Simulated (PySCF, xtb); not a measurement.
Ge(Me)(OH) (CH4GeO), SMILES [OH][Ge][CH3] (connectivity only; charge and spin as stated), neutral, multiplicity 1.

GFN2-xTB run with xtb 6.7.1 at its own geometry gives an orbital gap of 3.30 eV and a dipole moment of 1.67 D.

Geometry optimised at ωB97X-D3(BJ)/def2-TZVP. The values are those of a single conformer.

Problem. What does M06-2X/def2-TZVPD (PySCF) give? (An estimate is asked for; the answer gives what the named calculation found.)

Solution. gap 6.40 eV (levels -7.48 and -1.08 eV), dipole 0.75 D.
